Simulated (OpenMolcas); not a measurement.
A run on Pd3+ among 6 point charges of -1.7 e arranged as a trigonal prism (D3h), 1.94 Å from the ion, with a polar angle of 56.0° against the regular 49.1°.

```
Program             : OpenMolcas
Method              : SS-CASPT2, IPEA 0.25 Eh, imaginary shift 0.1 Eh (closed shells correlated: 4s 4p)
Basis               : ANO-RCC-VDZP [6s5p3d1f]
Scalar Hamiltonian  : DKH2, point nucleus
Active space        : 7 electrons in 5 orbitals (4d)
State averaging     : 2S+1 = 4 even, 10 roots; 2S+1 = 2 even, 40 roots
Spin-orbit coupling : RASSI with atomic mean-field integrals over the reference wave functions
```

First CASPT2 step and the start of its output:

```
&CASPT2
Multistate=10 1 2 3 4 5 6 7 8 9 10
NoMult
Frozen=14
IPEA=0.25
Imaginary=0.1
MaxIter=60
WThr=0.0 0.3 0.05
PrWF=0.5
NoMix
```

```
--- CASPT2 ---
Orbital specifications:
      -----------------------

      Symmetry species                           1
                                                 a
      Frozen orbitals                           14
      Inactive orbitals                          4
      Active orbitals                            5
      Secondary orbitals                        20
      Deleted orbitals                           0
      Number of basis functions                 43
Type of calculation                        SS-CASPT2
      Fock operator                              state-specific
      IPEA shift                                 0.25
      Real shift                                 0.00
      Imaginary shift                            0.10
      The input orbitals will be transformed to quasi-canonical
Reference energy:       -5048.2495865241
      E2 (Non-variational):      -0.3314506966
      Shift correction:          -0.0022524057
      E2 (Variational):          -0.3337031024
      Total energy:           -5048.5832896264
      Residual norm:              0.0000006768
      Reference weight:           0.88045
      Contributions to the CASPT2 correlation energy
      Active & Virtual Only:         -0.1502740738
      One Inactive Excited:          -0.1298487300
      Two Inactive Excited:          -0.0513278928
Reference energy:       -5048.2495865173
      E2 (Non-variational):      -0.3305897302
      Shift correction:          -0.0021983384
      E2 (Variational):          -0.3327880686
      Total energy:           -5048.5823745859
      Residual norm:              0.0000005673
      Reference weight:           0.88166
      Contributions to the CASPT2 correlation energy
      Active & Virtual Only:         -0.1498840704
...
```

Over all roots the printed reference weights run from 0.29 to 0.94, and roots that are degenerate in the reference spread by up to 1400 cm-1.

Question: Did the run give usable levels, and if not, why?

Answer: No. The equations converged, but the reference weight falls to 0.29 for at least one root against 0.94 for the best. A drop of that size marks an intruder state, so the energies of such roots and the levels built on them can't be trusted.
